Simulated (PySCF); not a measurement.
**Electron correlation in As(21+) (arsenic, charge +21)**

Starting occupation: [Ne] 3s2. Calculation: PySCF 2.14, in an even-tempered Gaussian basis (18 s from 0.82 bohr⁻², ratio 2.6; 13 p from 1.1 bohr⁻², ratio 2.6; 7 d from 1.1 bohr⁻², ratio 2.8; 4 f from 17 bohr⁻², ratio 2.8); X2C-1e with screened-nucleus spin-orbit coupling, Gaussian nucleus. Frozen: 1s2; 10 electrons correlated; the 48 highest virtual spinors left out.

MP2 pair energies summed by pair of shells (mhartree):

```json
{"pair": "2p1/2-2p3/2", "energy": "-95.79", "share (%)": "22.7"}
{"pair": "2p3/2-2p3/2", "energy": "-91.92", "share (%)": "21.8"}
{"pair": "3s1/2-3s1/2", "energy": "-81.77", "share (%)": "19.4"}
{"pair": "2p3/2-2s1/2", "energy": "-39.72", "share (%)": "9.4"}
{"pair": "2p3/2-3s1/2", "energy": "-35.05", "share (%)": "8.3"}
{"pair": "2p1/2-2p1/2", "energy": "-22.24", "share (%)": "5.3"}
{"pair": "2p1/2-2s1/2", "energy": "-20.04", "share (%)": "4.7"}
{"pair": "2p1/2-3s1/2", "energy": "-16.95", "share (%)": "4.0"}
{"pair": "2s1/2-2s1/2", "energy": "-10.45", "share (%)": "2.5"}
{"pair": "2s1/2-3s1/2", "energy": "-7.99", "share (%)": "1.9"}
```

Total MP2 correlation energy: -421.92 mhartree.

The virtual space was cut to 56 spinors, which keep -366.70 of the -421.92 mhartree of MP2 correlation.

```tsv
level	correlation energy (mhartree)
CCSD	-393.59
(T)	-1.30
CCSD(T)	-394.89
```

Diagnostics: T1 = 0.00047, largest double amplitude 0.089.

Cost of the coupled-cluster step: about 60 core-seconds, for 10 occupied and 56 virtual spinors.

The coupled-cluster values are those of the cut space; adding the MP2 remainder, -55.22 mhartree, estimates the full space.

At this charge the one-electron X2C treatment keeps the bare 1/r₁₂, with no two-electron picture change or Breit term. The effect here is smaller than on the frozen 1s shell.
